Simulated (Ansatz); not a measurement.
`BC([SiH3])C#C` + `C=C[SiH2]N` → `C=C[SiH2]N[SiH3]` + `BCC#C`  (ligand exchange at the Si–C bond)

Computed with Ansatz on PBE0-D4/def2-TZVP structures; ΔE is electronic, products minus reactants. CBS: MP2 limit from def2 TZ/QZ plus the TZ coupled-cluster correction, frozen cores. Functionals use def2-TZVPP. B3LYP here is the variant with VWN-RPA as its local correlation; programs differ in this. One conformer a species, not always the lowest.

Q: Is it downhill or uphill in electronic energy at CCSD(T)/CBS, and by how much? (Estimate.)

A: The calculation gave: Downhill: ΔE = -41.8 kJ/mol.

Q: What do these levels give: PBE0-D4, B3LYP-D4, ωB97X-V, ωB97M-V, B2PLYP, PBE, PBE0, CCSD/def2-TZVPP, CCSD(T)/def2-TZVPP, HF/def2-QZVPP, MP2/def2-QZVPP, CCSD/CBS(def2)? (Best estimate.)

A: Computed: PBE0-D4 -34.6, B3LYP-D4 -41.7, ωB97X-V -42.8, ωB97M-V -40.5, B2PLYP -44.3, PBE -31.1, PBE0 -36.4, CCSD/def2-TZVPP -45.2, CCSD(T)/def2-TZVPP -41.4, HF/def2-QZVPP -64.3, MP2/def2-QZVPP -39.7, CCSD/CBS(def2) -45.6 kJ/mol.

Largest T1 diagnostic among the species: 0.013.

In def2-TZVPP, CCSD(T) changes the Hartree–Fock value by +22.1 kJ/mol (the triples alone add +3.9 kJ/mol) and MP2 by +24.2 kJ/mol. From PBE to PBE0 (25 % exact exchange), in def2-TZVPP and without D4, ΔE moves by −5.3 kJ/mol.
